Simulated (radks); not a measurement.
Values are calculated unless marked as measured or tabulated.
Valence configurations of Pb I. Code: a radial shooting solver on a logarithmic mesh with Libxc functionals. Model: Dirac Kohn-Sham, LDA (Slater exchange, Perdew-Wang correlation), spin-unpolarised, spherical densities, finite nucleus; open shells are shared between the two j in proportion to 2j + 1; Fermi nuclear charge, rms radius 5.5012 fm. Energies are relative to [Hg] 6p2; eigenvalues in eV.

valence                     E (eV)  e(4f5/2)  e(4f7/2)  e(5d3/2)  e(5d5/2)  e(6p1/2)
[Hg] 6p2                     0.000   -135.58   -130.54   -22.781   -20.179    -4.822
[Xe] 4f14 5d10 6s1.5 6p2.5   4.268   -136.48   -131.45   -23.628   -21.015    -5.238
[Xe] 4f14 5d10 6s1 6p3       8.633   -137.35   -132.32   -24.439   -21.816    -5.632
[Xe] 4f14 5d9.5 6s2 6p2.5    9.109   -138.49   -133.46   -24.982   -22.314    -5.470
[Xe] 4f14 5d10 6p4          17.637   -139.02   -133.98   -25.978   -23.335    -6.366
[Xe] 4f14 5d9 6s2 6p3       19.032   -141.42   -136.38   -27.159   -24.425    -6.098
[Xe] 4f14 5d8 6s2 6p4       41.313   -147.32   -142.28   -31.466   -28.601    -7.310
[Xe] 4f13.5 5d10 6s2 6p2.5  66.673   -145.12   -140.01   -25.820   -23.063    -5.492
[Xe] 4f13 5d10 6s2 6p3      137.87   -154.83   -149.65   -28.910   -25.997    -6.153
[Xe] 4f12 5d10 6s2 6p4      294.19   -174.75   -169.42   -35.239   -32.013    -7.456

NIST lists [Hg] 6p2 as the ground configuration; this level of theory agrees among the configurations tried. The energies are those of spherical spin-averaged densities, not of single terms.
